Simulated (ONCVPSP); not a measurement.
Se: excitation energies, all-electron against ONCV

ONCVPSP 4.0.1 input, shortened (lines: element, Z, core and valence counts, functional; n l f; lmax; l rc ep ncon nbas qcut; lloc lpopt rc5 dvloc0; l nproj debl; icmod fcfact rcfact), PBEsol, scalar-relativistic:

```
  Se 34.00    4    4  -116133      upf
    1    0    2.00
    2    0    2.00
    2    1    6.00
    3    0    2.00
    3    1    6.00
    3    2   10.00
    4    0    2.00
    4    1    2.00
    2
    0    1.40    0.00    4    8    4.60
    1    1.00    0.00    4    7   14.10
    2    0.65    0.00    4    8   25.00
    4    5    0.65    1.00
    0    2    3.00
    1    2    1.30
    2    2    0.80
    3    1.50    1.30
```

In the d channel the program set the typed energies aside and used -2.786, 0.250 Ha.

Energies are relative to the spin-unpolarised reference configuration 3p6 3d10 4s2 4p2; without spin polarisation the order of configurations can differ from experiment.

```tsv
valence configuration	charge	ΔE all-electron (eV)	error AE − PS (meV)
3p6 3d10 4s2 4p3	+1	-20.368	+1.7
3p6 3d9 4s2 4p4	+1	32.870	-39
```

(1) What are ΔE and the potential's error for 3p6 3d10 4s2 4p4?

(2) What are ΔE and the potential's error for 3p6 3d10 4s2 4p1?

Levels in the configuration 3p6 3d9 4s2 4p4:

```tsv
level	all-electron (eV)	pseudo (eV)
3p	-175.633	-175.839
3d	-75.663	-75.787
4s	-29.619	-29.370
4p	-17.260	-17.292
```

Note: ghosts flagged at negative energy: s at -248.5 eV; no localised positive-energy state flagged. A true bound ghost makes a file unfit for plane-wave use.

Answers

(1) ΔE = -31.217 eV all-electron; the error (AE − PS) is +1.6 meV.

(2) ΔE = 30.902 eV all-electron; the error (AE − PS) is -4.1 meV.
